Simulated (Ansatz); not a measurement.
F2Ge (SMILES [F][Ge][F]) moved off its minimum; all values from Ansatz (a first-principles code), cores frozen in correlated methods.
(charge 0, multiplicity 1)
```xyz
3

Ge    -0.01296     0.00656     0.36502
F      0.61894     1.21518    -0.71590
F     -0.71142    -1.11610    -0.72197
```

```csv
level,largest force (eV/Å),on atom,rms difference from CCSD(T)/aug-cc-pVTZ (eV/Å),dipole (D)
HF/def2-TZVPP,0.76,F2,0.558,2.24
PBE/def2-TZVPP,2.06,Ge1,0.385,1.94
r2SCAN/def2-TZVPP,1.33,Ge1,0.042,1.94
B3LYP/def2-TZVPP,1.69,Ge1,0.175,2.17
wB97M-V/def2-TZVPP,1.39,Ge1,0.015,2.15
MP2/aug-cc-pVTZ,1.47,Ge1,0.054,2.06
CCSD(T)/aug-cc-pVTZ,1.38,Ge1,0.000,2.09
```

The differences count from one level among others, with limits of its own. Forces at CCSD(T)/aug-cc-pVTZ (eV/Å):

```tsv
atom	Fx	Fy	Fz
Ge1	0.345	0.489	1.246
F2	0.006	0.045	-0.372
F3	-0.351	-0.534	-0.874
```
